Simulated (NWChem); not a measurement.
The numbers come from NWChem runs, not from measurements. System: H$_{3}$BF$_{3}$N, charge 0, spin multiplicity 1, at a geometry optimised with PBE0/def2-SVP. The structure started from a generated list of species. Level: B3LYP/def2-TZVP, VWN1-RPA local correlation.

NWChem printed:

```
             Northwest Computational Chemistry Package (NWChem) 7.3.0
             --------------------------------------------------------

                                NWChem Input Module
                                -------------------

 Scaling coordinates for geometry "geometry" by  1.889725989
 (inverse scale =  0.529177249)

                             Geometry "geometry" -> ""
                             -------------------------

 Output coordinates in angstroms (scale by  1.889725989 to convert to a.u.)

  No.       Tag          Charge          X              Y              Z
 ---- ---------------- ---------- -------------- -------------- --------------
    1 B                    5.0000    -0.02674000     0.13102600     0.16758200
    2 F                    9.0000     1.21032600     0.18004400     0.74501000
    3 F                    9.0000    -0.97887100    -0.49349200     0.92228900
    4 F                    9.0000    -0.43402400     1.30606900    -0.39769300
    5 N                    7.0000     0.18246000    -0.89408300    -1.14357300
    6 H                    1.0000    -0.68538500    -0.96913900    -1.67545800
    7 H                    1.0000     0.45179700    -1.82540500    -0.82452200
    8 H                    1.0000     0.91318900    -0.53559500    -1.75937300

 Effective nuclear repulsion energy (a.u.)     191.4831577830

            Nuclear Dipole moment (a.u.)
            ----------------------------
        X                 Y               Z
 ---------------- ---------------- ----------------
    -0.0000000000    -0.0000018897     0.0000000000


 Summary of "ao basis" -> "" (spherical)
 ------------------------------------------------------------------------------
       Tag                 Description            Shells   Functions and Types
 ---------------- ------------------------------  ------  ---------------------
 *                         def2-tzvp                  on all atoms

                                 NWChem DFT Module
                                 -----------------

 Summary of "ao basis" -> "ao basis" (spherical)
 ------------------------------------------------------------------------------
       Tag                 Description            Shells   Functions and Types
 ---------------- ------------------------------  ------  ---------------------
 B                         def2-tzvp                11       31   5s3p2d1f
 F                         def2-tzvp                11       31   5s3p2d1f
[...]
    37      0.134134  2 F  px                40      0.105387  2 F  px

 Vector   20  Occ=2.000000D+00  E=-3.731073D-01
              MO Center=  1.9D-02, -9.2D-02, -1.2D-01, r^2= 2.6D+00
   Bfn.  Coefficient  Atom+Function         Bfn.  Coefficient  Atom+Function
  ----- ------------  ---------------      ----- ------------  ---------------
   132      0.214063  5 N  pz                70      0.195151  3 F  pz
    39      0.190712  2 F  pz               135      0.186087  5 N  pz
   100      0.171376  4 F  py               131      0.167370  5 N  py
    73      0.154405  3 F  pz               101      0.154651  4 F  pz
    42      0.151407  2 F  pz               128      0.146852  5 N  s

 Vector   21  Occ=2.000000D+00  E=-3.645009D-01
              MO Center= -6.7D-02,  3.3D-01,  4.2D-01, r^2= 2.2D+00
   Bfn.  Coefficient  Atom+Function         Bfn.  Coefficient  Atom+Function
  ----- ------------  ---------------      ----- ------------  ---------------
    99      0.290248  4 F  px                38     -0.238930  2 F  py
   102      0.230079  4 F  px                68     -0.217720  3 F  px
    41     -0.189430  2 F  py                39      0.174305  2 F  pz
    71     -0.172572  3 F  px               105      0.166349  4 F  px
    70     -0.152055  3 F  pz                69      0.148827  3 F  py

 Vector   22  Occ=0.000000D+00  E=-2.199760D-02
              MO Center=  2.4D-01, -1.2D+00, -1.5D+00, r^2= 4.5D+00
   Bfn.  Coefficient  Atom+Function         Bfn.  Coefficient  Atom+Function
  ----- ------------  ---------------      ----- ------------  ---------------
   129      2.152114  5 N  s                158     -0.845396  6 H  s
   164     -0.845391  7 H  s                170     -0.845387  8 H  s
     5     -0.427484  1 B  s                127      0.234047  5 N  s
    11      0.221346  1 B  pz                10      0.173060  1 B  py
     4      0.161915  1 B  s                 21     -0.111123  1 B  d -1

 Vector   23  Occ=0.000000D+00  E= 4.951388D-02
              MO Center= -3.7D-01, -1.5D+00, -1.4D+00, r^2= 4.2D+00
   Bfn.  Coefficient  Atom+Function         Bfn.  Coefficient  Atom+Function
  ----- ------------  ---------------      ----- ------------  ---------------
   158      1.789207  6 H  s                164     -1.511191  7 H  s
   136      0.768363  5 N  px               138      0.448998  5 N  pz
   137     -0.417467  5 N  py               170     -0.278007  8 H  s
   130      0.205431  5 N  px                12     -0.141844  1 B  px
    36      0.136463  2 F  s                132      0.119534  5 N  pz

 Vector   24  Occ=0.000000D+00  E= 4.951410D-02
              MO Center=  8.5D-01, -8.7D-01, -1.6D+00, r^2= 4.2D+00
   Bfn.  Coefficient  Atom+Function         Bfn.  Coefficient  Atom+Function
  ----- ------------  ---------------      ----- ------------  ---------------
   170      1.905516  8 H  s                164     -1.193484  7 H  s
   158     -0.711972  6 H  s                137     -0.656574  5 N  py
   136     -0.600713  5 N  px               138      0.417511  5 N  pz
   131     -0.175480  5 N  py               130     -0.159783  5 N  px
    67      0.146776  3 F  s                 13      0.120787  1 B  py

 center of mass
 --------------
 x =  -0.02006727 y =   0.09833237 z =   0.12577044

 moments of inertia (a.u.)
 ------------------
         385.624765353408           1.366732125777           1.749645175612
           1.366732125777         379.199159354628          -8.574182528021
           1.749645175612          -8.574182528021         374.941642119886

     Multipole analysis of the density
     ---------------------------------

     L   x y z        total         alpha         beta         nuclear
     -   - - -        -----         -----         ----         -------
     0   0 0 0      0.000000    -21.000000    -21.000000     42.000000

     1   1 0 0      0.299029      0.149514      0.149514     -0.000000
     1   0 1 0     -1.465345     -0.732672     -0.732672     -0.000002
     1   0 0 1     -1.874216     -0.937108     -0.937108      0.000000

     2   2 0 0    -21.729237    -55.944829    -55.944829     90.160420
     2   1 1 0     -0.557860      0.796019      0.796019     -2.149897
     2   1 0 1     -0.713500      1.018504      1.018504     -2.750509
     2   0 2 0    -19.109689    -59.684773    -59.684773    100.259858
     2   0 1 1      3.496138     -4.991034     -4.991034     13.478205
     2   0 0 2    -17.371262    -62.164947    -62.164947    106.958633

 Task  times  cpu:       13.1s     wall:       13.1s

 Total times  cpu:       13.1s     wall:       13.1s
```

Question: Write an NWChem input that would produce this output.

Answer: This is not unique; one that fits is 
```
start mol
memory heap 200 mb stack 900 mb global 1100 mb
geometry units angstroms nocenter noautoz noautosym
  B     -0.026740     0.131026     0.167582
  F      1.210326     0.180044     0.745010
  F     -0.978871    -0.493492     0.922289
  F     -0.434024     1.306069    -0.397693
  N      0.182460    -0.894083    -1.143573
  H     -0.685385    -0.969139    -1.675458
  H      0.451797    -1.825405    -0.824522
  H      0.913189    -0.535595    -1.759373
end
basis spherical
  * library def2-tzvp
end
dft
  xc b3lyp
  semidirect memsize 60000000 filesize 0
  iterations 100
end
task dft energy
```
